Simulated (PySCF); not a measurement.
## Zr³¹⁺: ionisation energy

Zr³¹⁺ [He] 2s2 2p5 (2P) → Zr³²⁺ [He] 2s2 2p4 (3P), as a difference of total energies. Computed with PySCF 2.14 in an even-tempered Gaussian basis (17 s from 9.9 bohr⁻², ratio 2.2; 11 p from 13 bohr⁻², ratio 2.2; 6 d from 58 bohr⁻², ratio 2.4; 5 f from 87 bohr⁻², ratio 2.4; 4 g from 130 bohr⁻², ratio 2.4), with the non-relativistic Hamiltonian (point nucleus). Correlated levels: nothing frozen; virtual orbitals above 40 to 60 times the deepest correlated orbital energy dropped. The calculations carry no spin-orbit coupling.

```json
{"method": "UHF", "ionisation energy (eV)": "3935.2"}
{"method": "LDA", "ionisation energy (eV)": "3934.0"}
{"method": "PBE", "ionisation energy (eV)": "3935.5"}
{"method": "r2SCAN", "ionisation energy (eV)": "3938.0"}
{"method": "B97-3", "ionisation energy (eV)": "3936.1"}
{"method": "MP2 (all electrons)", "ionisation energy (eV)": "3936.8"}
{"method": "SCS-MP2 (all electrons)", "ionisation energy (eV)": "3936.8"}
```

Problem. Estimate what revPBE gives.

Solution. 3935.2 eV, closest to UHF among the rows shown.

Problem. Estimate what PBE0 gives.

Solution. 3935.9 eV, closest to B97-3 among the rows shown.

Spin-orbit coupling is strong in these open shells (close to jj coupling). The scalar numbers leave it out and a first-order estimate fails, so it can dominate the gap to the real levels.

All relativistic terms are absent from these numbers, so their closeness to the reference says little about the methods.

For comparison: 3950 ± 7 eV (semi-empirical (NIST evaluation); NIST Atomic Spectra Database, ionization energies).
